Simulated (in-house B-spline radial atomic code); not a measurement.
Radial electron density of the neon ion Ne⁴⁺, [He] 2s2 2p2. Method: non-relativistic B97-1, spin-polarised, spherical fractional occupations, point nucleus. Calculated with an all-electron radial atomic-structure program (B-spline basis).

Caution: exact exchange at fractional occupations of open shells leaves self-interaction of up to several eV.

Columns: r (bohr), 4πr²n(r) (electrons per bohr), bar.

```
 0.00586   0.2437 #
 0.00683   0.3247 #
 0.00796   0.4312 ##
 0.00928   0.5708 ##
  0.0108   0.7499 ###
  0.0126   0.9845 ####
  0.0147    1.285 #####
  0.0171    1.657 #######
    0.02    2.139 #########
  0.0233    2.718 ###########
  0.0272    3.427 ##############
  0.0317    4.255 #################
  0.0369    5.197 #####################
   0.043    6.251 #########################
  0.0502    7.383 ##############################
  0.0585    8.503 ##################################
  0.0682    9.538 ######################################
  0.0795    10.37 ##########################################
  0.0927    10.87 ############################################
   0.108    10.94 ############################################
   0.126     10.5 ##########################################
   0.147    9.563 ######################################
   0.171    8.268 #################################
     0.2    6.757 ###########################
   0.233      5.4 ######################
   0.271    4.438 ##################
   0.316    4.019 ################
   0.369    4.167 #################
    0.43    4.684 ###################
   0.501    5.246 #####################
   0.585    5.513 ######################
   0.682    5.246 #####################
   0.795    4.438 ##################
   0.926    3.293 #############
    1.08    2.101 ########
    1.26    1.133 #####
    1.47   0.5056 ##
    1.71   0.1862 #
       2   0.0514 
    2.33    0.011 
    2.71 0.001738
```

On this grid the curve has 2 maxima, near 0.108, 0.585 bohr.

The 2p up radial function P(r) = rR(r), positive near the nucleus:

```csv
r (bohr),P
0.00586,0.001265
0.00796,0.002311
0.0108,0.004194
0.0147,0.007621
0.02,0.01374
0.0272,0.02454
0.0369,0.04308
0.0502,0.07478
0.0682,0.1267
0.0927,0.2089
0.126,0.3317
0.171,0.501
0.233,0.7146
0.316,0.9369
0.43,1.112
0.585,1.151
0.795,0.9958
1.08,0.6821
1.47,0.3425
2,0.1153
2.71,0.02281
```
